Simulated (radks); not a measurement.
W XV, configuration [Kr] 4d10 4f(5/2: 5, 7/2: 7) 5s2. Method: Dirac Kohn-Sham, relativistic LDA (MacDonald-Vosko exchange, VWN5 correlation), spin-unpolarised, spherical densities, finite nucleus; Fermi nuclear charge, rms radius 5.3658 fm; computed with a radial shooting solver on a logarithmic mesh with Libxc functionals.

Radial electron density D(r) = 4 pi r^2 rho(r):

r (bohr),D(r) (e/bohr)
0.0006788,4.224
0.0008839,6.405
0.001151,9.617
0.001511,14.43
0.001967,21.05
0.002562,30.08
0.003336,41.85
0.004378,56.75
0.005701,72.90
0.007423,88.51
0.009666,100.2
0.01269,104.6
0.01652,100.7
0.02151,93.79
0.02801,94.23
0.03677,109.5
0.04788,129.7
0.06234,133.2
0.08118,115.3
0.1066,105.1
0.1387,119.5
0.1807,117.2
0.2352,80.68
0.3063,63.37
0.4021,73.97
0.5236,61.79
0.6817,32.21
0.8877,12.56
1.165,3.648
1.517,0.5942
1.976,0.03488
2.572,0.0005128

D(r) has 4 maxima, at r = 0.0126, 0.0566, 0.158, 0.418 bohr, and minima at 0.0245, 0.102, 0.297 bohr, inside which lie 2.01, 11.15, 29.93 electrons.
